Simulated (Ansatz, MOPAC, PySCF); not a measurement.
Complex: H2O (SMILES O) (first 3 atoms) with CH4S (SMILES CS); geometry from B3LYP-D3(BJ)/def2-TZVP, rigid monomers moved along the line of their centres of mass till O1···H9 is 2.52 Å.
(charge 0, multiplicity 1):
| atom | x (Å) | y (Å) | z (Å) |
|---|---|---|---|
| O | -0.0310 | 0.4826 | 0.0375 |
| H | -0.7544 | 0.0981 | -0.4692 |
| H | 0.7752 | 0.2062 | -0.4116 |
| C | -0.3098 | 0.7798 | 4.5259 |
| S | -0.1501 | -0.8262 | 3.6774 |
| H | -1.2171 | 1.2970 | 4.2208 |
| H | -0.3685 | 0.5647 | 5.5915 |
| H | 0.5581 | 1.4097 | 4.3414 |
| H | -0.0973 | -0.3392 | 2.4232 |

Counterpoise-corrected where a basis set is named; no monomer relaxation. Rows marked so take none.

Frozen-core correlation. Rows in 3-21G, 6-31G* carry no dispersion term and start afresh at each structure (6-31G* with six Cartesian d functions). The state that PM7 reach isn't checked; PM7 holds dispersion and hydrogen-bond terms.

The values were computed with Ansatz (a first-principles code); MOPAC for PM7 (differences of heats of formation); PySCF for 3-21G rows, 6-31G* rows, the dispersion terms. Each number belongs to the level named beside it.

```tsv
level	interaction energy (meV)
PM7	-95.4
HF/3-21G (no counterpoise)	-183.5
HF/aug-cc-pV(D+d)Z	-55.0
r2SCAN-D3(BJ)/def2-TZVPPD	-92.7
B3LYP/6-31G* (no counterpoise)	-131.9
PBE0-D3(BJ)/def2-TZVPPD	-99.1
M06-2X/6-31G* (no counterpoise)	-136.8
MP2/aug-cc-pV(D+d)Z	-88.1
SCS-MP2/aug-cc-pV(D+d)Z	___
```

Complete the blanks.


- SCS-MP2/aug-cc-pV(D+d)Z, interaction energy (meV): -76.4
